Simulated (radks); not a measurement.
Task: The mean radii <r> (bohr) of the occupied orbitals of an atom or ion are listed with their occupations. All-electron calculation, scalar-relativistic Kohn-Sham, LB94 model potential, spin-polarised, spherical densities, finite nucleus; Fermi nuclear charge, rms radius of each element as measured or else 0.836 A^(1/3) + 0.57 fm. Program: a radial shooting solver on a logarithmic mesh with Libxc functionals.

orbital  occ.      <r>
1s down     1  0.03337
1s up       1  0.03338
2s up       1   0.1435
2s down     1   0.1437
2p up       3   0.1248
2p down     3   0.1250
3s up       1   0.3564
3s down     1   0.3555
3p up       3   0.3460

Name the element and its charge. Open shells, if any, are filled with parallel spins first.

Result: Z = 44, ruthenium, charge +29: Ru29+ in [Ne] 3s2 3p3. The 1s radius gives Z: for a bare nucleus <r> = (2 gamma + 1)/(2Z) with gamma = sqrt(1 - (Z/c)^2), 0.03289 bohr for Z = 44, and screening makes it slightly larger (0.03337 here). The occupations add up to 15, and the charge is Z minus that.
